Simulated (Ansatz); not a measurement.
Relaxation of H$_{5}$NO$_{3}$Si (10 atoms, charge 0, multiplicity 1), to a largest force component of 0.02 eV/Å in at most 40 steps.

The calculation used Ansatz 0.2.0, RKS PBE-D4/6-31G*.

```xyz
10
Properties=species:S:1:pos:R:3
Si 0.000 0.000 0.000
O 0.000 0.000 1.680
H -0.909 -0.281 2.017
O 1.584 0.000 -0.559
H 1.901 -0.952 -0.676
O -0.791 1.371 -0.559
H -1.749 1.140 -0.782
N -0.857 -1.485 -0.606
H -1.392 -2.101 0.070
H -0.822 -1.734 -1.636
```

Problem. Where does it end, and by what steps?

Solution. The run converged. After 15 steps the energy has fallen by 0.557 eV; H3 moved furthest, 0.93 Å.

```tsv
step	energy less start (eV)	largest force component (eV/Å)	accepted
0	0.0000	1.768	yes
1	-0.2868	0.741	yes
2	-0.3755	0.231	yes
3	-0.4009	1.393	yes
4	-0.4347	0.355	yes
5	-0.4679	0.376	yes
6	-0.4585	1.038	no
7	-0.4849	0.179	yes
8	-0.4981	0.180	yes
9	-0.5199	0.246	yes
10	-0.5478	0.060	yes
11	-0.5476	0.191	no
12	-0.5533	0.116	yes
13	-0.5524	0.294	no
14	-0.5567	0.030	yes
15	-0.5570	0.011	yes
```

```xyz
10
Properties=species:S:1:pos:R:3
Si -0.167 -0.170 -0.067
O -0.231 -0.480 1.577
H -0.233 0.344 2.100
O 1.398 -0.017 -0.628
H 1.997 -0.676 -0.229
O -0.841 1.307 -0.441
H -1.750 1.176 -0.772
N -1.061 -1.469 -0.779
H -1.405 -2.194 -0.149
H -0.743 -1.865 -1.662
```

Whether the end is a true minimum wasn't checked by a vibrational analysis.

The run took 61 s on 1 thread of Arm Neoverse V1, on a shared host, peak memory 0.12 GiB.
